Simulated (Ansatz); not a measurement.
Breaking the Ga1–H2 bond in ClFGaH (SMILES [F][GaH][Cl]) (multiplicity 1 held, fragments rigid). Energies count from the point at 1.542 Å.
Geometry at that point (charge 0, multiplicity 1):
```json
[
 {"atom": "Ga", "x (Å)": "-0.4204", "y (Å)": "0.0949", "z (Å)": "-0.3452"},
 {"atom": "H", "x (Å)": "-1.6104", "y (Å)": "-0.4186", "z (Å)": "-1.1800"},
 {"atom": "F", "x (Å)": "-0.0046", "y (Å)": "1.7996", "z (Å)": "-0.3318"},
 {"atom": "Cl", "x (Å)": "0.8637", "y (Å)": "-1.1012", "z (Å)": "0.8746"}
]
```

Signs of static correlation in def2-SVP, with CASSCF(2,2), from Ansatz (an electronic-structure program) runs.

```
R (Å)  T1 of restricted CCSD  ⟨S²⟩ of UHF  largest double amplitude of restricted CCSD  weight of the CASSCF reference in MRCISD  CASSCF natural occupations
-----  ---------------------  -----------  -------------------------------------------  ----------------------------------------  --------------------------
1.233                  0.014        0.000                                        0.038                                     0.908                   1.99 0.01
1.388                  0.014        0.000                                        0.038                                     0.908                   1.98 0.02
1.542                  0.014        0.000                                        0.038                                     0.908                   1.98 0.02
1.696                  0.014        0.000                                        0.038                                     0.908                   1.97 0.03
1.850                  0.014        0.000                                        0.064                                     0.908                   1.95 0.05
2.081                  0.015        0.000                                        0.122                                     0.908                   1.92 0.08
2.313                  0.016        0.368                                          ___                                     0.909                   1.87 0.13
2.698                  0.021        0.772                                          ___                                     0.909                   1.73 0.27
3.083                  0.027        0.919                                        0.449                                     0.909                   1.54 0.46
3.546                  0.034        0.979                                        0.613                                     0.909                   1.33 0.67
4.163                  0.039        1.000                                        0.770                                     0.909                   1.15 0.85
4.933                  0.039        1.005                                        0.868                                     0.909                   1.05 0.95
```

Problem. Complete the blanks.

Solution. 
- 2.313, largest double amplitude of restricted CCSD: 0.185
- 2.698, largest double amplitude of restricted CCSD: 0.308

Doubts at one or more of the structures used: a restricted determinant that unrestricted orbitals would lower (R-CCSD(T)/def2-SVP); other coupled-cluster roots lie near (R-CCSD(T)/def2-SVP); a spin-contaminated determinant (U-CCSD(T)/def2-SVP); T1 above 0.05 (U-CCSD(T)/def2-SVP).
